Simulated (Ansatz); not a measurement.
Species: C$_{4}$H$_{12}$W (charge 0, singlet). This is an excited singlet: at this geometry the triplet lies 0.57 eV lower at RI-MP2/CBS(def2-TZVPPD,def2-QZVPPD)+[CCSD(T)-MP2]/def2-TZVPPD. SMILES: [CH3][W]([CH3])([CH3])[CH3]
Geometry: optimised at B3LYP-D3(BJ)/def2-TZVP (Ansatz, a program for electronic structure).

Parts of the frozen-core correlation energy in def2-QZVPPD (Ansatz, hartree). Frozen orbitals: 8; correlated occupied orbitals by spin: 17 and 17; virtual: 707 and 707. No spin-orbit coupling. In def2 rows, elements after Kr have scalar-relativistic effective core potentials. The restricted reference is unstable.

```json
[
 {"term": "reference (HF)", "value": "-224.82390"},
 {"term": "MP2 opposite-spin", "value": "___"},
 {"term": "MP2 same-spin", "value": "___"},
 {"term": "CCSD correlation", "value": "___"},
 {"term": "(T)", "value": "-0.05143"},
 {"term": "T1 diagnostic", "value": "0.019"},
 {"term": "largest doubles amplitude", "value": "0.101"}
]
```

Some entries are withheld; supply them.


- MP2 opposite-spin, value: -0.78013
- MP2 same-spin, value: -0.22583
- CCSD correlation, value: -1.04840
